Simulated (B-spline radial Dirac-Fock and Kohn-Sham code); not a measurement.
**Rb⁺ in Watson spheres of different radius**

Calculated with a radial B-spline solver, using relaxed Dirac-Fock hole states (ΔSCF) with Breit and QED corrections and a finite nucleus. The ion, [Ar] 3d10 4s2 4p6, sits in a hollow sphere of charge Q = -1, a simple model of the Madelung potential. Inside the sphere an electron's potential energy is raised by the constant 14.40·|Q|/R eV, so binding energies fall by about that much as long as the orbitals stay inside.

```tsv
radius (Å)	14.40 |Q|/R (eV)	1s (eV)	2s (eV)	2p1/2 (eV)	2p3/2 (eV)	3s (eV)	3p1/2 (eV)	3p3/2 (eV)	3d3/2 (eV)	3d5/2 (eV)	4s (eV)	4p1/2 (eV)	4p3/2 (eV)
1.6	9.00	15203.2	2075.4	1869.2	1809.5	329.6	255.0	245.7	115.1	113.6	38.10	18.35	17.43
2.2	6.55	15205.4	2077.7	1871.5	1811.7	331.8	257.2	248.0	117.4	115.9	40.41	20.64	19.73
```

From the smallest to the largest radius 1s moves by +2.3 eV, while the constant potential alone would give +2.5 eV; the difference comes from charge outside the sphere and its screening.
